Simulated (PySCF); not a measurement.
A series of related molecules.

All values: PBE0/def2-SVPD (PySCF) at PBE0-D3(BJ)/def2-SVP geometries, gas phase, one conformer each. Core orbitals are frozen in the response; Δα² is half the sum of the squared differences of the principal polarisabilities.

(1) Rank by HOMO energy, lowest first.
A. `C[Si](C)(C)[Si](C)(C)[Si](C)(C)C` (SiMe2(SiMe3)2)
B. `CCO[Si](C)(C)OCC` (Si(OEt)2Me2)
C. `CC(=O)O[Si](C)(C)OC(C)=O` (Si(OAc)2Me2)
D. `CCN(CC)[Si](C)(C)N(CC)CC` (SiMe2(NEt2)2)
E. `CC(C)(C)O[Si](C)(C)OC(C)(C)C` (Si(OtBu)2Me2)
F. `CC(C)(C)N[Si](C)(C)NC(C)(C)C` (SiMe2(NHtBu)2)

(2) Rank by HOMO–LUMO gap, highest first.
A. SiMe2(pyrrolidide)2 (`C[Si](C)(N1CCCC1)N1CCCC1`)
B. SiMe2(SiMe3)2 (`C[Si](C)(C)[Si](C)(C)[Si](C)(C)C`)
C. Si(OAc)2Me2 (`CC(=O)O[Si](C)(C)OC(C)=O`)
D. Si(OtBu)2Me2 (`CC(C)(C)O[Si](C)(C)OC(C)(C)C`)
E. SiMe2(NHtBu)2 (`CC(C)(C)N[Si](C)(C)NC(C)(C)C`)
F. Si(OEt)2Me2 (`CCO[Si](C)(C)OCC`)

## Answers

(1) C (-7.94 eV), B (-7.62 eV), E (-7.41 eV), A (-6.50 eV), F (-6.32 eV), D (-5.85 eV).

(2) F (8.10 eV), C (7.97 eV), D (7.80 eV), B (6.80 eV), E (6.65 eV), A (6.12 eV).

All values together:

```
                          SMILES     formula  μ (D)  HOMO (eV)  LUMO (eV)  α (Å³)  Δα (Å³)  electrons  α per electron (Å³)
C[Si](C)(C)[Si](C)(C)[Si](C)(C)C    C8H24Si3   0.01      -6.50       0.29   27.24     4.04        114                0.239
        CCN(CC)[Si](C)(C)N(CC)CC  C10H26N2Si   0.13      -5.85       0.49   24.28     2.53        114                0.213
    CC(C)(C)O[Si](C)(C)OC(C)(C)C  C10H24O2Si   1.49      -7.41       0.39   22.64     2.63        114                0.199
        CC(=O)O[Si](C)(C)OC(C)=O   C6H12O4Si   1.90      -7.94       0.02   15.77     1.46         94                0.168
    CC(C)(C)N[Si](C)(C)NC(C)(C)C  C10H26N2Si   0.24      -6.32       0.33   24.25     3.72        114                0.213
        C[Si](C)(N1CCCC1)N1CCCC1  C10H22N2Si   0.50      -5.64       0.48   22.83     3.40        110                0.208
                CCO[Si](C)(C)OCC   C6H16O2Si   1.50      -7.62       0.48   15.85     1.82         82                0.193
```

Conformers: `CCN(CC)[Si](C)(C)N(CC)CC`; `CC(C)(C)O[Si](C)(C)OC(C)(C)C`; `CC(=O)O[Si](C)(C)OC(C)=O`; `CC(C)(C)N[Si](C)(C)NC(C)(C)C`; `C[Si](C)(N1CCCC1)N1CCCC1`; `CCO[Si](C)(C)OCC`.

Problem. How closely does the mean polarisability follow the number of electrons in this set?

Solution. The correlation coefficient is 0.91; α per electron runs from 0.168 to 0.239 Å³.
